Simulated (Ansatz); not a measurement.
Program: Ansatz. Geometries: PBE0-D4/def2-TZVP. ΔE: electronic, gas phase. CCSD(T)/CBS adds triple-zeta CCSD(T) − MP2 to the extrapolated MP2 energy (def2 sets, frozen cores). This one scheme is used for every species. def2 core potentials past Kr. For Sn outer-core shells are correlated without core-valence functions, which leaves a few kJ/mol of doubt a bond. Each species was taken in one conformer, which may not be the lowest.

Consider the formal hydrolysis of the Sn–S bond: `CC(C)[O][Sn][SH]` + H₂O → `CC(C)[O][Sn][OH]` + H₂S.

`CC(C)[O][Sn][SH]`:

Cartesian coordinates in Å:
```
C -1.481 0.101 -0.317
C -0.243 -0.682 -0.714
C 0.870 0.213 -1.226
O 0.205 -1.503 0.345
Sn 0.896 -1.272 2.167
S 0.862 1.177 2.373
H -2.258 -0.577 0.043
H -1.255 0.821 0.474
H -1.878 0.653 -1.173
H -0.523 -1.373 -1.522
H 1.740 -0.386 -1.502
H 0.542 0.769 -2.108
H 1.175 0.936 -0.465
H 1.347 1.123 3.625
```

H₂O:

Cartesian coordinates in Å:
```
O -0.127 -0.157 -0.333
H -0.616 -0.049 0.485
H 0.743 0.206 -0.153
```

`CC(C)[O][Sn][OH]`:

Z-matrix (Å, degrees):
```
C
C 1 1.519
H 1 1.095 2 110.6
H 1 1.093 2 110.9 3 -121.7
H 1 1.093 2 110.5 3 118.9
C 2 1.518 1 111.3 3 -57.5
O 2 1.403 1 113.5 3 66.1
H 2 1.101 1 107.8 3 -175.9
H 6 1.094 2 110.1 1 60.7
H 6 1.091 2 110.2 1 -179.9
H 6 1.093 2 111.1 1 -59.4
Sn 7 1.971 2 145.1 1 -11.6
O 12 1.983 7 103.2 2 5.7
H 13 0.960 12 117.5 7 0.8
```

H₂S:

```xyz
3

S     0.394   -0.187    0.440
H    -0.288   -0.819   -0.526
H    -0.106    1.006    0.086
```

```tsv
species	CCSD/def2-TZVPP energy (Eh)
`CC(C)[O][Sn][SH]`	-805.44872
H₂O	-76.32939
`CC(C)[O][Sn][OH]`	-482.84212
H₂S	-398.92311
```

Work out ΔE.

ΔE = (-482.84212) + (-398.92311) − (-805.44872) − (-76.32939) = 0.01288 Eh = +33.8 kJ/mol. CCSD(T)/CBS gives +39.1 kJ/mol.

Largest T1 diagnostic among the species: 0.016.

In def2-TZVPP, CCSD(T) changes the Hartree–Fock value by +5.1 kJ/mol (the triples alone add +1.8 kJ/mol) and MP2 by +8.7 kJ/mol. From PBE to PBE0 (25 % exact exchange), in def2-TZVPP and without D4, ΔE moves by +4.3 kJ/mol. The D4 term adds +9.0 kJ/mol with B3LYP and +5.0 kJ/mol with PBE0; it sums over pairs of atoms, weighted by their polarisabilities, and B3LYP, whose exchange is more repulsive, gets the larger term.

B3LYP here is the variant with VWN-RPA as its local correlation; programs differ in this.
